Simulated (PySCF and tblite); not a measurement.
Results of a calculation; reference values are marked as such.
C₈H₁₃F, numbered as in [F:1][C@H:2]1[CH2:3][C@H:4]2[CH2:5][CH2:6][CH2:7][C@H:8]2[CH2:9]1.

Level: PBE0-D3(BJ)/pcSseg-1//GFN2-xTB, thermal terms from GFN2-xTB, symmetry numbers and mirror pairs counted. Conformers within 1.5 kcal/mol (GFN2-xTB free energy) were kept, 6 at most. GIAO shieldings: PBE0/pcSseg-1. Shifts are against TMS (¹H), TMS (¹³C), CFCl3 (¹⁹F) at the same level. (PySCF 2.14, tblite 0.8.)

The 5-ring runs over atoms 2–3–4–8–9. The 5-ring runs over atoms 4–5–6–7–8. Of a mirror pair one member is shown.

| conformer | shape | symmetry | E(GFN2) kcal/mol | E(DFT) kcal/mol |
| --- | --- | --- | --- | --- |
| 1 | 5-ring envelope (ring torsions 21, 0, -21, 34, -34°); 5-ring envelope (ring torsions -41, 41, -25, 0, 25°) | Cs | 0.06 | 0.00 |
| 2 | 5-ring envelope (ring torsions 3, 17, -30, 32, -22°); 5-ring between envelope and twist (ring torsions 41, -31, 10, 16, -35°) | C1 (pair) | 0.66 | 0.84 |
| 3 | 5-ring envelope (ring torsions -24, 0, 24, -39, 39°); 5-ring envelope (ring torsions 40, -40, 25, 0, -25°) | Cs | 0.00 | 0.96 |
| 4 | 5-ring envelope (ring torsions -24, 0, 24, -38, 38°); 5-ring envelope (ring torsions -40, 40, -25, 0, 25°) | Cs | 0.84 | 2.19 |

(1) How much do the weights at 298.15 K and the averaged shift of C6 depend on how the conformers are weighted?

Results:

(1) 
```csv
weighting,1 (%),2 (%),3 (%),4 (%),δ (ppm),rms dipole (D)
"DFT energy with thermal terms, symmetry and mirror images (full scheme)",58,26,13,2,29.9,1.79
DFT energy with symmetry and mirror images,59,28,12,1,29.8,1.78
bare DFT energy,68,17,14,2,30.3,1.78
GFN2-xTB energy with symmetry and mirror images,32,24,36,9,28.7,1.89
GFN2-xTB free energy,30,20,37,13,28.9,1.91
leading conformer alone,100,0,0,0,32.1,1.72
equal weights,25,25,25,25,29.7,1.91
"full scheme, search stopped after three starts",96,0,0,4,32.2,1.74
```

The largest departure from the full scheme, 2.3 ppm, comes with: full scheme, search stopped after three starts.
